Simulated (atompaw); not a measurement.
# Al (Z = 13) PAW (atompaw): all-electron and pseudo phase curves

atompaw 4.2.0.5 input, output lines left out:

```
Al 13
GGA-PBESOL scalarrelativistic loggrid 1500 logderivrange -10 5 376
3 3 0 0 0 0
3 0 1.75
3 1 1.25
0 0 0
c
v
v
v
v
1
1.10 0.85 0.95 0.95
n
n
custom rrkj gramschmidtortho sinc
2 0 troulliermartins
0.95
1.10
0.85
1.10
```

The phase is arctan(r·u′/u) with u = r·R(r), unwrapped; energies in Ry, scanned from -10 to 5 Ry. A pole is an energy at which the radial function vanishes at the test radius. The pseudo phase is shifted by a multiple of π to meet the all-electron one at the reference energy, and phase errors are pseudo minus all-electron; the curves can meet again beyond the range given. Levels narrower than the energy grid can be missing from the lists of poles.

Question: For each channel, where are the poles, and over which energies does the pseudopotential scatter like the atom?

Answer:

```tsv
channel	radius (bohr)	reference energy (Ry)	poles, all-electron	poles, pseudo	unbroken range about the reference energy with phases within 0.05 rad	phase error 1 Ry above the reference energy (rad)
s	1.11	-0.58	-6.44	-6.44	the whole range	+0.000
p	1.11	-0.21	-3.80	-3.80	the whole range	-0.000
```

Phases in the s channel:

```tsv
E (Ry)	all-electron	pseudo
-10.00	0.810	0.812
-9.76	0.700	0.703
-9.52	0.547	0.549
-9.28	0.329	0.332
-9.04	0.031	0.033
-8.80	-0.323	-0.322
-8.56	-0.659	-0.659
-8.32	-0.922	-0.922
-8.08	-1.109	-1.109
-7.84	-1.241	-1.241
-7.60	-1.337	-1.337
-7.36	-1.409	-1.409
-7.12	-1.465	-1.465
-6.88	-1.509	-1.509
-6.64	-1.545	-1.545
-6.40	-1.576	-1.575
-6.16	-1.602	-1.601
-5.92	-1.624	-1.624
-5.68	-1.644	-1.644
-5.44	-1.661	-1.661
-5.20	-1.678	-1.677
-4.96	-1.692	-1.692
-4.72	-1.706	-1.706
-4.48	-1.718	-1.718
-4.24	-1.730	-1.730
-4.00	-1.742	-1.741
-3.76	-1.752	-1.752
-3.52	-1.763	-1.763
-3.28	-1.773	-1.773
-3.04	-1.783	-1.783
-2.80	-1.793	-1.792
-2.56	-1.802	-1.802
-2.32	-1.812	-1.812
-2.08	-1.821	-1.821
-1.84	-1.831	-1.831
-1.60	-1.840	-1.840
-1.36	-1.850	-1.850
-1.12	-1.860	-1.860
-0.88	-1.870	-1.870
-0.64	-1.881	-1.881
-0.40	-1.891	-1.891
-0.16	-1.902	-1.902
0.08	-1.914	-1.913
0.32	-1.925	-1.925
0.56	-1.938	-1.938
0.80	-1.951	-1.950
1.04	-1.964	-1.964
1.28	-1.978	-1.978
1.52	-1.993	-1.993
1.76	-2.009	-2.008
2.00	-2.026	-2.025
2.24	-2.044	-2.042
2.48	-2.063	-2.061
2.72	-2.083	-2.081
2.96	-2.105	-2.103
3.20	-2.129	-2.126
3.44	-2.155	-2.151
3.68	-2.182	-2.178
3.92	-2.212	-2.207
4.16	-2.246	-2.239
4.40	-2.282	-2.273
4.64	-2.321	-2.311
4.88	-2.365	-2.352
```
